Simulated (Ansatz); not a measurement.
Cartesian coordinates in Å:
```
In -0.2993 0.0555 -0.1068
I 2.1806 -0.4041 0.7784
H -1.2042 -1.3644 -0.3962
H -0.6770 1.7130 -0.2754
```

The species carries charge 0 and has multiplicity 1. In, I takes the def2 core potential.

Task: List the PBE/def2-TZVPP orbital energies in eV (Ansatz 0.2.0). (Estimate.)

Result: Computed: Occupied: -179.49, -126.81, -126.67, -126.62, -122.63, -80.37, -80.13, -80.03, -48.93, -48.89, -48.85, -48.73, -48.73, -19.58, -19.42, -19.42, -19.33, -19.32, -16.80, -10.90, -7.91, -7.38, -6.55, -6.20. Lowest empty: -2.79, -1.79, -0.33, 1.06, 1.54, 1.56, 1.66, 2.16.
